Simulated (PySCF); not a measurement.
# Basis and Hamiltonian dependence of the excitation energy of Be

Be [He] 2s2 (1S) → Be [He] 2p2 (3P). All values are computed (PySCF 2.14, energy differences of UHF-based or UKS calculations, no spin-orbit coupling). Values in eV.

```tsv
basis	Hamiltonian	functions	UHF	r2SCAN	PBE0	MP2 (valence)	CCSD(T) (valence)	CCSD(T) (valence and next inner shell)
x2c-TZVPPall with one added diffuse shell of s type	spin-free X2C	20	6.478	6.089	6.260	7.062	7.500	7.484
def2-TZVPPD	non-relativistic	22	6.463	6.078	6.244	7.049	7.486	7.471
aug-cc-pVDZ-DK	spin-free X2C	23	6.475	6.094	6.262	7.038	7.461	n/a
aug-cc-pVDZ	non-relativistic	23	6.469	6.089	6.256	7.032	7.456	n/a
aug-pcseg-2	non-relativistic	24	6.531	6.124	6.305	7.064	n/a	n/a
dyall-av2z	non-relativistic	42	6.436	6.049	6.219	7.038	7.442	n/a
cc-pVQZ	non-relativistic	55	6.440	6.049	6.219	7.079	n/a	n/a
aug-cc-pCVTZ	non-relativistic	59	6.445	6.048	6.223	7.063	7.443	7.427
aug-cc-pVTZ with one added diffuse shell each of s, p, d, f type	non-relativistic	62	6.446	6.053	6.227	7.053	7.438	n/a
aug-cc-pCVTZ-DK with one added diffuse shell each of s, p, d, f type	spin-free X2C	75	6.449	6.051	6.227	7.067	7.446	7.430
dyall-acv3z	spin-free X2C	76	6.442	6.049	6.219	7.071	7.445	7.429
dyall-acv3z	non-relativistic	76	6.438	6.045	6.215	7.067	7.441	7.425
aug-cc-pVQZ with one added diffuse shell each of s, p, d, f, g type	non-relativistic	105	6.440	6.046	6.218	7.072	n/a	n/a
aug-cc-pCVQZ-DK	spin-free X2C	109	6.443	6.048	6.220	7.079	n/a	n/a
```

Frozen in the all-electron rows: valence: 1s2; valence and next inner shell: nothing.

Reference for a calculation without spin-orbit coupling: 7.401 eV (measured, between term centres; NIST).
